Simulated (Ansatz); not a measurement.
Species: BNH4, charge 1, doublet. BNH4+ (parent SMILES BN, doublet).
B3LYP-D3(BJ)/def2-TZVP minimum from Ansatz (a program for electronic structure):
```
B
N 1 1.4333
H 2 1.0247 1 123.33
H 2 1.0247 3 113.35 1 180.00
H 1 1.2015 2 119.65 3 -100.74
H 1 1.2015 5 120.69 2 -180.00
```
Charge +1, spin multiplicity 2.

Total energies in cc-pVTZ, 11 correlated electrons, 2 frozen orbitals. Open shells are spin-unrestricted; no spin-orbit coupling. Correlated methods leave the cores frozen. No relativity. The spin of H4BN+ (parent SMILES BN, doublet) was assumed, and the state is the lowest solution found for it.

```json
[
 {"method": "HF", "program": "Ansatz", "energy (Eh)": "-81.18729", "minus CCSDT(Q) (mEh)": "313.48"},
 {"method": "MP2", "program": "Ansatz", "energy (Eh)": "-81.45703", "minus CCSDT(Q) (mEh)": "43.74"},
 {"method": "CCSD", "program": "Ansatz", "energy (Eh)": "-81.49047", "minus CCSDT(Q) (mEh)": "10.30"},
 {"method": "CCSD(T)", "program": "Ansatz", "energy (Eh)": "-81.49947", "minus CCSDT(Q) (mEh)": "1.30"},
 {"method": "CCSDT(Q)", "program": "Ansatz", "energy (Eh)": "-81.50077", "minus CCSDT(Q) (mEh)": "0.00"}
]
```

Rough core times of Ansatz's runs on a shared machine: CCSD(T) under 20 s, CCSDT(Q) 30 min.
